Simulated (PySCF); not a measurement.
## Bi⁺ (bismuth, charge +1): UHF calculation

Configuration: [Xe] 4f14 5d10 6s2 6p2, high-spin 3P determinant. Computed with PySCF 2.14 in x2c-QZVPPall, with scalar relativity by spin-free X2C-1e.

```
Total energy                                                  : -21529.175390 hartree
One-electron energy                                           : -29413.5430 hartree
Hartree (Coulomb) energy                                      : 8281.8480 hartree
Exchange energy                                               : -397.4804 hartree
⟨S²⟩                                                          : 2.0084
⟨L²⟩                                                          : 2.019
Sum of ⟨r⟩                                                    : 46.58 bohr
Sum of ⟨r²⟩                                                   : 60.67 bohr²
Traceless quadrupole moment −½Σ⟨3z² − r²⟩ along its main axis : 3.60 e·bohr²
Langevin diamagnetic susceptibility                           : -48.1 ×10⁻⁶ cm³/mol
```

```
shell  electrons  mean orbital energy (hartree)  spread (hartree)  rms radius, mean of both spins (bohr)
 1s α          1                    -3345.82877                 0                                 0.0178
 1s β          1                    -3345.82674                 0                                 0.0178
 2s α          1                     -607.22007                 0                                 0.0718
 2s β          1                     -607.21990                 0                                 0.0718
 2p α          3                     -522.19525           0.00052                                 0.0664
 2p β          3                     -522.19382           0.00166                                 0.0664
 3s α          1                     -149.52183                 0                                  0.183
 3s β          1                     -149.52033                 0                                  0.183
 3p α          3                     -124.74531           0.00056                                  0.186
 3p β          3                     -124.74278           0.00418                                  0.186
 3d α          5                      -98.47824           0.00250                                  0.170
 3d β          5                      -98.47767           0.00351                                  0.170
 4s α          1                      -36.02401                 0                                  0.400
 4s β          1                      -36.02074                 0                                  0.400
 4p α          3                      -27.73080           0.00193                                  0.427
 4p β          3                      -27.72654           0.00839                                  0.427
 4d α          5                      -17.78240           0.00593                                  0.453
 4d β          5                      -17.78089           0.00812                                  0.453
 5s α          1                       -6.98713                 0                                  0.890
 5s β          1                       -6.97793                 0                                  0.890
 4f α          7                       -6.89642           0.00713                                  0.480
 4f β          7                       -6.89508           0.00896                                  0.480
 5p α          3                       -4.55336           0.00371                                   1.01
 5p β          3                       -4.54508           0.01917                                   1.01
 5d α          5                       -1.62190           0.01412                                   1.31
 5d β          5                       -1.61117           0.02480                                   1.31
 6s α          1                       -1.02680                 0                                   2.32
 6s β          1                       -0.87920                 0                                   2.32
 6p α          2                       -0.57685                 0                                   2.97
```

Spin-orbit coupling is strong in this species (close to jj coupling), so the high-spin LS determinant is a model state, not a physical level.

Densities and radii are taken from the X2C orbitals without a picture-change correction, which distorts them close to the nucleus.

Spin-orbit constants ζ (cm⁻¹) from the X2C one-electron operator on these orbitals: bare nucleus, nucleus screened by l(l+1)(2l+1)/3 electrons, and screened by the Breit-Pauli mean field of the electrons.

| shell | bare | screened nucleus | mean field |
| --- | --- | --- | --- |
| 2p | 11400000 | 11130000 | n/a |
| 3p | 2580000 | 2518000 | n/a |
| 3d | 397400 | 349500 | n/a |
| 4p | 631600 | 616400 | n/a |
| 4d | 87240 | 76730 | n/a |
| 4f | 18710 | 12400 | n/a |
| 5p | 113500 | 110700 | n/a |
| 5d | 10690 | 9399 | n/a |
| 6p | 10310 | 10060 | n/a |

To first order the Landé constant is A = 5031 cm⁻¹, so the lowest level has J = 0 and lies 1.25 eV below the centre of the term. This holds in LS coupling only, and this species is close to jj coupling.
